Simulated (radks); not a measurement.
Charge is removed step by step from the 3d down level of the krypton ion Kr+, starting from [Ar] 3d(up 5, down 5) 4s2 4p5. Method: non-relativistic Kohn-Sham, r2SCAN, spin-polarised, spherical densities, point nucleus; open shells are filled with parallel spins first; meta-GGA in the generalised Kohn-Sham scheme; computed with a radial shooting solver on a logarithmic mesh with Libxc functionals.

removed (e)	E - E(0) (eV)	eigenvalue (eV)	E minus straight line (eV)
0	0.000	-96.649	0.000
0.25	24.957	-103.04	-2.465
0.5	51.531	-109.59	-3.313
0.75	79.763	-116.29	-2.504
1	109.69	-123.14	0.000

Removing the whole electron costs 109.69 eV by Delta-SCF, against 96.649 eV from minus the eigenvalue at the starting occupation. Slater's transition state (half an electron removed) gives 109.59 eV. Integrating minus the eigenvalue over the occupation (Janak's theorem) gives 109.69 eV. The mean slope of the eigenvalue, de/dn, is 26.5 eV per electron.
